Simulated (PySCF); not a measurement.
## Electron correlation in Si⁻ (silicon, charge -1)

[Ne] 3s2 3p3, high-spin 4S determinant. All numbers are calculated (PySCF 2.14, scalar relativity by spin-free X2C-1e, in aug-cc-pCVTZ-DK (8s7p5d3f, 75 functions)). Frozen: 1s2; 13 electrons correlated.

```json
{"level": "CCSD", "correlation energy (mhartree)": "-378.90"}
{"level": "(T)", "correlation energy (mhartree)": "-7.46"}
{"level": "CCSD(T)", "correlation energy (mhartree)": "-386.36"}
```

Diagnostics: T1 = 0.0061, D1 = 0.0207, largest double amplitude 0.048.

Cost of the coupled-cluster step: about 40 core-seconds, for 13 correlated electrons.
